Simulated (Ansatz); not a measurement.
Input and output for AlBH$_{4}$NSb (`[BH]1[NH][SbH][AlH]1`).

```yaml
crystal:
  periodic: [false, false, false]
  atoms:
    - {symbol: B, position_ang: [-0.870862, 0.786012, -0.259060]}
    - {symbol: N, position_ang: [0.331535, 1.000941, 0.040900]}
    - {symbol: Sb, position_ang: [1.804944, -0.503702, 0.047996]}
    - {symbol: Al, position_ang: [-0.503055, -1.172293, -0.657706]}
    - {symbol: H, position_ang: [-1.744540, 1.672302, -0.120610]}
    - {symbol: H, position_ang: [0.698029, 1.966063, 0.456242]}
    - {symbol: H, position_ang: [1.724800, -0.982962, 1.607546]}
    - {symbol: H, position_ang: [-1.244798, -2.694958, -1.150153]}
basis:
  gaussian: {orbitals: x2c-TZVPPall, point_charges: [{charge: 1.00, position_ang: [5.637, -0.416, -0.124]}]}
hamiltonian: {xc: {name: wB97X}}
output: {forces: true}
```

```sh
$ ansatz run in.yaml --threads 2 --pin off --events-out ev --progress --plain --max-ram 4352MiB
```

Output, abridged:

```
Functional definition: wB97X
  name "wB97X"
  cite "Chai & Head-Gordon, J. Chem. Phys. 128, 084106 (2008) doi:10.1063/1.2834918"
  cite "Becke, J. Chem. Phys. 107, 8554 (1997) doi:10.1063/1.475007"
  parameter omega = 0.3/bohr
  parameter cx = 0.157706
  parameter cx1 = 0.726479
  parameter cx2 = 1.04760
  parameter cx3 = -5.70635
  parameter cx4 = 13.2794
  parameter css1 = -4.33879
  parameter css2 = 18.2308
  parameter css3 = -31.7430
  parameter css4 = 17.2901
  parameter cos1 = 2.37031
  parameter cos2 = -11.3995
  parameter cos3 = 6.58405
  parameter cos4 = -3.78132
  # The coefficients of nought are those of the uniform gas.
  exchange = spin_sum(e_x_unif_sr(omega)*poly(b97_u_x, 1 - cx, cx1, cx2, cx3, cx4)) + cx*exact_x_sr(omega)
      + exact_x_lr(omega)
  correlation = spin_sum(e_c_pw_same_spin*poly(b97_u_same, 1, css1, css2, css3, css4))
      + integral(e_c_pw_opposite_spin*poly(b97_u_opposite, 1, cos1, cos2, cos3, cos4))
1397 factors; their error is unknown
304 factors; integrals over basis functions are off by at most 1.1e-5 eV
mean field evaluation 1: about -185195.6505 eV, gradient 5.2e1 eV
mean field evaluation 2: about -185192.8006 eV, gradient 6.3e1 eV
mean field evaluation 4: about -185201.2553 eV, gradient 2.2e0 eV
mean field evaluation 8: about -185201.2673 eV, gradient 1.7e-1 eV
mean field evaluation 16: about -185201.5485 eV, gradient 8.3e-4 eV
mean field -185201.54853798 eV, -6806.0313746525 hartree, gradient 3.8e-5 eV, S^2 0.000000; 0 other end points of the search recorded, 0 dependent functions left out
the calculation of the forces begins
reference -185201.54850086 eV, -6806.0313732884 hartree; 40, 40 occupied and 180, 180 virtual orbitals, 1397 factors
Total energy: -185201.54850086 eV, -6806.0313732884 hartree
Relativity: scalar
Atom 0 at    -0.870862     0.786012    -0.259060 Å, force    -8.511415    -0.135229    -1.587442 eV/Å
Atom 1 at     0.331535     1.000941     0.040900 Å, force     9.815927     4.742199     3.886262 eV/Å
Atom 2 at     1.804944    -0.503702     0.047996 Å, force     1.751426     0.683553    -1.075508 eV/Å
Atom 3 at    -0.503055    -1.172293    -0.657706 Å, force    -2.842516    -3.109434    -1.368862 eV/Å
Atom 4 at    -1.744540     1.672302    -0.120610 Å, force     0.707488    -0.904839    -0.307173 eV/Å
Atom 5 at     0.698029     1.966063     0.456242 Å, force    -1.167907    -2.507803    -1.251780 eV/Å
Atom 6 at     1.724800    -0.982962     1.607546 Å, force    -0.273724    -0.227107     1.215925 eV/Å
Atom 7 at    -1.244798    -2.694958    -1.150153 Å, force     0.926344     1.414348     0.500595 eV/Å
Dipole moment:    -0.359655     0.088584     0.093158 e Å
```

Run time 16 s (2 threads of an Arm Neoverse V2 on a shared host); peak host memory 0.85 GiB.
